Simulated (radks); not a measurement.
K, configuration [Ar] 6p1 (not the ground configuration). Calculated with a radial shooting solver on a logarithmic mesh with Libxc functionals: Dirac Kohn-Sham, LDA (Slater exchange, Perdew-Wang correlation), spin-unpolarised, spherical densities, finite nucleus; open shells are shared between the two j in proportion to 2j + 1; Fermi nuclear charge, rms radius 3.4349 fm.

Normalised radial functions P(r) = r R(r) (large component), r in bohr:

r,2p1/2,2p3/2,3p3/2
0.008228,0.0152,0.0136,0.0044
0.01142,0.0276,0.0254,0.0082
0.01573,0.0493,0.0462,0.0149
0.02184,0.0883,0.0840,0.0271
0.03031,0.1553,0.1494,0.0482
0.04174,0.2628,0.2550,0.0820
0.05795,0.4343,0.4242,0.1360
0.0798,0.6750,0.6630,0.2110
0.1108,0.9914,0.9784,0.3065
0.1538,1.3295,1.3176,0.3987
0.2118,1.5782,1.5701,0.4390
0.294,1.6150,1.6132,0.3618
0.4049,1.3641,1.3684,0.1206
0.562,0.8900,0.8973,-0.2730
0.7802,0.4151,0.4211,-0.6743
1.074,0.1289,0.1318,-0.8809
1.492,0.0218,0.0225,-0.8019
2.054,0.0018,0.0019,-0.5315
2.851,0.0001,0.0001,-0.2436
3.958,0.0000,0.0000,-0.0709
5.451,0.0000,0.0000,-0.0120
7.567,0.0000,0.0000,-0.0009
10.42,0.0000,0.0000,0.0000
14.47,0.0000,0.0000,0.0000
20.08,0.0000,0.0000,0.0000
27.65,0.0000,0.0000,0.0000
38.39,0.0000,0.0000,0.0000
52.87,0.0000,0.0000,0.0000
73.39,0.0000,0.0000,0.0000

2p1/2: eigenvalue -286.65 eV, 0 radial nodes, <r> = 0.350 bohr, 90 % of the charge inside 0.579 bohr. 2p3/2: eigenvalue -283.76 eV, 0 radial nodes, <r> = 0.352 bohr, 90 % of the charge inside 0.582 bohr. 3p3/2: eigenvalue -23.431 eV, 1 radial node at r = 0.452 bohr, <r> = 1.43 bohr, 90 % of the charge inside 2.23 bohr.
